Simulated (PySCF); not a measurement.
Compound: C6H8O.
Numbering: `[OH:1][C@@:2]12[C@H:3]3[CH2:4][C@@H:5]1[C@@H:6]2[CH2:7]3`

Cartesian coordinates in Å at the GFN2-xTB level; atoms count from 1:
```
atom  x, y, z in Å
O1     0.9885   -2.0972    0.3252
C2     0.4387   -0.8528    0.2067
C3    -0.5813   -0.2180   -0.8021
C4    -1.4379    0.2096    0.3998
C5    -0.1749    0.0561    1.2252
C6     0.9845    0.5422    0.3508
C7     0.3824    0.9662   -0.9756
H8     1.6744   -2.2198   -0.3426
H9    -1.0300   -0.7052   -1.6605
H10   -2.1855   -0.5332    0.6675
H11   -1.8946    1.1981    0.3473
H12   -0.0975    0.0084    2.2972
H13    1.9195    0.8652    0.7765
H14    1.0786    0.8316   -1.8022
H15   -0.0693    1.9568   -1.0350
```

Probes without a nucleus sit at each ring's centroid and 1 Å off its mean plane on both sides; NICS is minus the shielding there, NICSzz its component along the normal. Level: GIAO PBE0/pcSseg-1 (PySCF, non-relativistic, gas phase) on the GFN2-xTB geometry, one conformer.

Ring bond lengths (Å), with Mayer bond orders in brackets: C2–C3 1.569 (0.89), C3–C4 1.537 (0.97), C4–C5 1.517 (0.98), C5–C2 1.497 (0.90); C2–C3 1.569 (0.89), C3–C7 1.537 (0.96), C7–C6 1.517 (0.97), C6–C2 1.505 (0.89); C2–C5 1.497 (0.90), C5–C6 1.531 (0.88), C6–C2 1.505 (0.89).

Task: What do the NICS probes read (ppm)?

Result: 
| ring | type | NICS(0) | NICS(1), two faces | NICS(1)zz, two faces | rms pucker (Å) | centre to ring atoms, mean (Å) |
| --- | --- | --- | --- | --- | --- | --- |
| C2–C3–C4–C5 | 4-membered carbocycle; formal bonds all single | -8.2 | 0.4 / -9.9 | 3.5 / -6.5 | 0.14 | 1.07 |
| C2–C3–C7–C6 | 4-membered carbocycle; formal bonds all single | -8.5 | -9.7 / 0.3 | -6.6 / 2.9 | 0.14 | 1.07 |
| C2–C5–C6 | 3-membered carbocycle; formal bonds all single | -37.4 | -7.6 / -8.1 | -20.1 / -26.7 | 0.00 | 0.87 |

Task: What do they say, and how far can they be read as aromaticity?

Result: 
- C2–C3–C4–C5: mean NICS(1)zz -1.5 ppm, near zero. C2, C3, C4, C5 have four or more neighbours; no verdict on aromaticity is drawn. The two faces differ by 10.0 ppm, so no symmetry operation interchanges them.
- C2–C3–C7–C6: mean NICS(1)zz -1.8 ppm, near zero. C2, C3, C6, C7 have four or more neighbours, so the value isn't read as a sign of a π ring current. The two faces differ by 9.5 ppm, so no symmetry operation interchanges them.
- C2–C5–C6: mean NICS(1)zz -23.4 ppm, shielded. C2, C5, C6 have four or more neighbours, so the value isn't read as a sign of a π ring current. The two faces differ by 6.6 ppm, so no symmetry operation interchanges them. NICS(0) lies 30 ppm below the mean NICS(1).

Task: What field does 1 T along the ring normal induce along that normal at the second NICS(1) probe listed for ring C2–C3–C4–C5, 1 Å off the ring?

Result: NICSzz × B0 = -6.5 ppm × 1 T = -6 μT, against the applied field.
